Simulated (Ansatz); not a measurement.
`[Cl][GeH2][I]`. Charge 0, multiplicity 1. I takes the def2 core potential.

Cartesian coordinates in Å:
```
Cl 0.394 0.817 1.866
Ge 0.187 -0.066 -0.078
I -2.217 -0.005 -0.757
H 1.000 0.781 -1.059
H 0.635 -1.526 0.028
```

(1) What are the harmonic wavenumbers in cm⁻¹ at PBE0-D4/def2-TZVP (Ansatz, finite differences of forces, unscaled)? (An estimate is asked.)

(2) Is this a minimum?

(3) Give the ideal-gas thermochemistry at 298.15 K and 1 bar (rigid rotor, harmonic oscillator; point group Cs, symmetry number 1).

(4) Rotational constants (cm⁻¹)?

Results:

(1) Ansatz gave: 111, 258, 429, 476, 634, 752, 846, 2180, 2196.

(2) Yes, all 9 modes are real.

(3) Zero-point energy 47.2 kJ/mol; H(298) − E = 62.4 kJ/mol; entropy 326.7 J/(mol·K), of which translation 177.1, rotation 119.0, vibration 30.6; G(298) − E = -35.1 kJ/mol.

(4) 0.2128, 0.03332, 0.02914.
